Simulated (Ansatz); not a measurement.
Cost and result up the ladder for GaMe2(acac) (C₇H₁₃GaO₂) (23 atoms). Total charge 0; singlet. Geometry: r2SCAN-D4/def2-SVP.

Cartesian coordinates in Å:
```
Ga 0.392 1.403 0.665
C 0.894 1.249 2.553
H 0.764 0.211 2.899
H 0.278 1.901 3.194
H 1.948 1.529 2.710
C 0.287 2.953 -0.530
H 0.055 2.628 -1.557
H 1.236 3.513 -0.557
H -0.503 3.650 -0.208
O -1.294 0.420 0.448
C -1.445 -0.717 -0.114
C -2.852 -1.243 -0.119
C -0.412 -1.472 -0.702
C 0.939 -1.076 -0.761
C 1.951 -1.966 -1.423
O 1.404 0.015 -0.287
H -2.942 -2.223 -0.605
H -3.213 -1.311 0.920
H -3.504 -0.516 -0.629
H -0.678 -2.431 -1.149
H 1.509 -2.876 -1.848
H 2.721 -2.242 -0.684
H 2.466 -1.399 -2.215
```

Ansatz on 2 threads of AMD EPYC 7R13 on a shared host and a share (18 GiB) of an NVIDIA H100 80GB HBM3. Times are rough, and most runs start from the orbitals of an earlier one. ωB97X-V/def2-TZVP serves as the yardstick here, not as an exact answer. Differences are given only for rows in sets of like size (and for xTB, whose basis is part of the method), since another set adds its own error. Binding counts from free atoms at the same level (Ga doublet, C triplet, H doublet, O triplet; other spins of the atoms weren't run), without zero-point energy or a counterpoise term.

The 6-31G sets use Cartesian d functions. B3LYP takes the VWN-RPA correlation. HSE06 is defined as in plane-wave codes, on full-range PBE exchange. Correlated methods freeze 18 core orbitals; core or outer-core shells of Ga are correlated, in sets that lack core-valence functions. Single mean-field runs in def2-TZVP are fitted with def2-universal-jkfit.

Correlated methods converge slowly with the basis.

```tsv
level	functions	wall time	binding energy per atom (eV)	difference from ωB97X-V/def2-TZVP (eV)
HF/6-31G	136	1.8 s	3.01	–
B3LYP-D4/6-31G	136	2.4 s	4.23	–
r2SCAN0-D4/def2-TZVP	405	2.7 s	4.24	-0.05
PBE-D4/def2-SVP	223	3 s	4.44	–
PBE0-D4/def2-SVP	223	3.1 s	4.37	–
PBE-D4/def2-TZVP	405	3.1 s	4.39	0.10
PBE0-D4/def2-TZVP (with forces)	405	3.2 s	4.31	0.02
HSE06-D4/def2-TZVP	405	3.6 s	4.32	0.03
r2SCAN-D4/def2-TZVP (with forces)	405	4.5 s	4.31	0.02
ωB97X-V/def2-TZVP	405	5.5 s	4.29	0.00
CCSD(T)/def2-TZVP	405	30 s	4.15	-0.14
```
